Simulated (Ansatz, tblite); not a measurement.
Forces on Zn₁₀S₉Cl₂ at its PBE-D4/def2-SVP, loosely relaxed geometry. Total charge 0; singlet.

The xTB rows come from tblite. Single mean-field runs in def2-TZVP are fitted with def2-universal-jkfit. The geometry of the charge 0 singlet is only loosely relaxed.

GFN1-xTB (tblite), largest force 0.68 eV/Å:

```xyz
21
positions Å, forces eV/Å
Cl    2.372    2.477   -2.204    0.278   -0.070   -0.332
Cl   -0.997    1.198   -3.814   -0.035    0.151   -0.247
S    -0.532    3.778   -0.398    0.386   -0.402   -0.155
S    -2.198    0.977    2.279    0.021    0.028   -0.140
S    -3.307   -1.243   -1.391    0.288    0.199    0.033
S     1.953    2.318    1.985   -0.061    0.057   -0.343
S     0.021    0.212   -0.447   -0.116    0.228   -0.231
S    -1.037   -3.060    1.487   -0.069    0.057   -0.110
S     2.944   -1.801    0.390   -0.089   -0.004   -0.026
S    -0.110   -2.753   -2.572   -0.197    0.277    0.084
S     1.181   -1.043    3.528   -0.149   -0.081   -0.279
Zn   -0.376    2.164    1.370   -0.235    0.298    0.156
Zn    1.707    3.164   -0.103   -0.023    0.458    0.497
Zn   -0.022    2.109   -1.910   -0.259    0.351    0.259
Zn   -2.328    0.021    0.211   -0.524    0.125    0.098
Zn    2.050    0.058    1.609    0.451    0.131    0.306
Zn   -1.323   -0.728   -2.559   -0.147   -0.506   -0.170
Zn    1.245   -1.719   -1.085    0.511   -0.192   -0.341
Zn   -0.886   -0.905    2.557   -0.111   -0.126    0.559
Zn    1.208   -2.547    1.758    0.288   -0.399    0.401
Zn   -1.565   -2.677   -0.692   -0.207   -0.580   -0.018
```

GFN2-xTB (tblite), largest force 0.74 eV/Å:

```
Cl -0.481 -0.063 0.249
Cl 0.036 -0.167 0.310
S 0.213 -0.167 0.136
S -0.212 0.088 0.082
S 0.066 -0.029 -0.055
S -0.141 0.096 0.229
S -0.137 0.021 0.240
S -0.144 0.008 0.207
S 0.225 -0.047 0.073
S -0.234 -0.039 -0.010
S 0.036 -0.072 -0.229
Zn 0.000 0.262 0.049
Zn 0.400 0.485 -0.386
Zn 0.066 0.138 -0.485
Zn -0.188 0.120 -0.040
Zn 0.013 0.017 0.192
Zn -0.043 0.230 -0.543
Zn 0.244 -0.167 -0.248
Zn -0.043 -0.055 0.150
Zn 0.374 -0.409 0.186
Zn -0.049 -0.252 -0.108
```

PBE-D4/def2-TZVP (Ansatz), largest force 0.27 eV/Å:

```
Cl -0.047 0.028 0.078
Cl -0.009 -0.039 0.090
S 0.078 -0.131 0.089
S 0.114 -0.110 -0.215
S 0.176 0.117 0.141
S -0.086 -0.030 -0.093
S -0.096 0.055 -0.049
S 0.007 0.069 0.040
S -0.183 -0.004 0.066
S -0.117 0.115 0.167
S -0.100 -0.050 -0.120
Zn -0.072 0.036 0.035
Zn 0.131 0.083 0.014
Zn -0.056 0.042 -0.125
Zn -0.156 0.036 0.075
Zn 0.135 0.157 0.046
Zn 0.014 -0.013 -0.189
Zn 0.171 -0.111 -0.148
Zn -0.054 0.050 0.102
Zn 0.089 -0.149 0.015
Zn 0.063 -0.152 -0.017
```
